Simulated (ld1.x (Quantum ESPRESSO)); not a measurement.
# What the settings do to the TM potential of mercury

Base potential:

```
Element                 : mercury (Hg)
Generator               : ld1.x (Quantum ESPRESSO) 7.5
Type                    : norm-conserving Troullier–Martins (Kleinman–Bylander form)
Functional              : PBE
Relativity              : fully relativistic
Frozen core             : [Xe] 4f14
Valence charge          : 12
Reference configuration : 5d10 6s2 6p0
Partial waves           : 6s (bound): rc 2.35 bohr; 6p (bound, empty): rc 2.45 bohr; 5d (bound): rc 1.85 bohr
Local potential         : all-electron potential smoothed inside 2.20 bohr (lloc = -1)
Core correction         : none
```

Open shells are filled in proportion to 2j + 1 (rel_dist='average').

Cutoffs, loose and tight: the cutoffs (Ry, on a coarse ladder) from which the occupation-weighted sum of valence levels, in a spherical-Bessel basis at the reference potential, stays within 10 and 1 mRy of its value at 400 Ry. They do not see the model core or the augmentation charge, which bear on the density cutoff. Test errors are all-electron minus pseudo excitation energies from the reference, over the configurations 5d10 6s1 6p0; 5d10 6s0 6p0; 5d9 6s0 6p0; 5d8 6s0 6p0; 5d10 6s1.5 6p0; 5d10 6s1 6p1; 5d9 6s2 6p1. A dash means not determined; rows that change the core or the reference have their own tests.

```csv
change,outcome,"cutoff, loose","cutoff, tight",bound ghosts,largest test error (meV)
base,generated,50 Ry,70 Ry,none,+48
wave 5d (bound): rc 1.85 bohr becomes 5d (bound): rc 1.28 bohr,generated,70 Ry,90 Ry,none,+49
wave 5d (bound): rc 1.85 bohr becomes 5d (bound): rc 1.42 bohr,generated,50 Ry,90 Ry,none,+48
wave 5d (bound): rc 1.85 bohr becomes 5d (bound): rc 1.66 bohr,generated,50 Ry,70 Ry,none,+48
wave 5d (bound): rc 1.85 bohr becomes 5d (bound): rc 2.28 bohr,generated,40 Ry,60 Ry,none,-42
wave 5d (bound): rc 1.85 bohr becomes 5d (bound): rc 2.76 bohr,generated,35 Ry,55 Ry,none,+40
```

Question: What comes out with this change to the base: wave 5d (bound): rc 1.85 bohr becomes 5d (bound): rc 2.02 bohr?

Answer: outcome: generated; cutoff, loose: 45 Ry; cutoff, tight: 70 Ry; bound ghosts: none; largest test error (meV): +47.

Question: What comes out with this change to the base: wave 5d (bound): rc 1.85 bohr becomes 5d (bound): rc 2.50 bohr?

Answer: outcome: generated; cutoff, loose: 40 Ry; cutoff, tight: 60 Ry; bound ghosts: none; largest test error (meV): -35.

Reading the sweep of the d radius (base included, trends over the rows without a ghost): The loose cutoff falls from 70 Ry at 1.28 to 35 Ry at 2.76 bohr. A larger radius leaves more room for a smooth pseudo-wave, so fewer plane waves are needed; a smaller one forces it to follow the all-electron wave where it bends sharply. The median size of the test errors (rows with all tests solved) is not monotonic: lowest 3.5 meV at 1.28 bohr, highest 15.6 meV at 2.5 bohr.
